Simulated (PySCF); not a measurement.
Orbital picture of InP

CAM-B3LYP at R = 2.653 Å; In x2c-SVPall, P x2c-SVPall; spin-free X2C with a Gaussian nucleus (PySCF 2.14). State: ³Σ⁻ (triplet), unpaired electrons π ↑↑. Only the outer orbitals are listed, counted within each symmetry.

```json
{"spin": "α", "orbital": "13σ", "occ.": "1", "ε (eV)": "-17.36", "on In (%)": "8", "main shells (%)": "91 P s"}
{"spin": "α", "orbital": "14σ", "occ.": "1", "ε (eV)": "-10.88", "on In (%)": "77", "main shells (%)": "77 In s, 16 P p"}
{"spin": "α", "orbital": "7π", "occ.": "1", "ε (eV)": "-7.81", "on In (%)": "8", "main shells (%)": "92 P p"}
{"spin": "α", "orbital": "7π", "occ.": "1", "ε (eV)": "-7.81", "on In (%)": "8", "main shells (%)": "92 P p"}
{"spin": "α", "orbital": "15σ", "occ.": "1", "ε (eV)": "-6.65", "on In (%)": "43", "main shells (%)": "57 P p, 26 In p, 15 In s"}
{"spin": "α", "orbital": "8π", "occ.": "0", "ε (eV)": "-0.76", "on In (%)": "93", "main shells (%)": "93 In p"}
{"spin": "α", "orbital": "8π", "occ.": "0", "ε (eV)": "-0.76", "on In (%)": "93", "main shells (%)": "93 In p"}
{"spin": "α", "orbital": "16σ", "occ.": "0", "ε (eV)": "1.64", "on In (%)": "84", "main shells (%)": "79 In p, 19 P p"}
{"spin": "β", "orbital": "13σ", "occ.": "1", "ε (eV)": "-15.17", "on In (%)": "15", "main shells (%)": "84 P s, 10 In s"}
{"spin": "β", "orbital": "14σ", "occ.": "1", "ε (eV)": "-10.56", "on In (%)": "77", "main shells (%)": "76 In s, 13 P p, 11 P s"}
{"spin": "β", "orbital": "15σ", "occ.": "1", "ε (eV)": "-6.24", "on In (%)": "44", "main shells (%)": "55 P p, 32 In p, 11 In s"}
{"spin": "β", "orbital": "7π", "occ.": "0", "ε (eV)": "-1.90", "on In (%)": "53", "main shells (%)": "52 In p, 47 P p"}
{"spin": "β", "orbital": "7π", "occ.": "0", "ε (eV)": "-1.90", "on In (%)": "53", "main shells (%)": "52 In p, 47 P p"}
{"spin": "β", "orbital": "8π", "occ.": "0", "ε (eV)": "0.06", "on In (%)": "49", "main shells (%)": "51 P p, 48 In p"}
```

Which are the highest filled and the lowest empty level, where do they sit, and how wide is the gap?

Highest filled β 15σ at -6.24 eV (in %: 55 P p, 32 In p, 11 In s); lowest empty β 7π at -1.90 eV (in %: 52 In p, 47 P p); the gap at CAM-B3LYP is 4.34 eV.

```
bond order (Mayer)                              : 1.11
⟨S²⟩                                            : 2.007
charge on In (Mulliken, basis-dependent)        : 0.23
charge on In (Löwdin, basis-dependent)          : 0.09
dipole moment (positive dipole means In(−)P(+)) : -1.84 D
polarisability along the bond                   : 101.0 bohr³
polarisability across the bond                  : 49.9 bohr³
```

Spin–orbit coupling is left out. The state was picked by a PBE0 search and need not be the measured ground state.
